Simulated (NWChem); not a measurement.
Dipole moment of phosphorus nitride (NP)

```
N
P 1 1.4886
```
Charge 0, spin multiplicity 1.

Program: NWChem. Structure: optimised with PBE0/def2-SVP, a minimum by its harmonic frequencies.

Basis set: def2-SVPD. The CCSD dipole comes from the Λ equations, without orbital relaxation.

```
method  dipole moment (D)  difference from CCSD
------  -----------------  --------------------
PBE                  2.67                 -0.11
HF                   3.23                 +0.45
PBE0                 2.83                 +0.05
B3LYP                2.86                 +0.08
CCSD                 2.78                  0.00
```

The values span 0.57 D, from PBE (lowest) to HF (highest). 

The correlated methods keep 6 core orbitals frozen. B3LYP has NWChem's definition, with VWN1-RPA local correlation. No row is a measurement; the coupled-cluster row has its own basis-set and correlation limits.
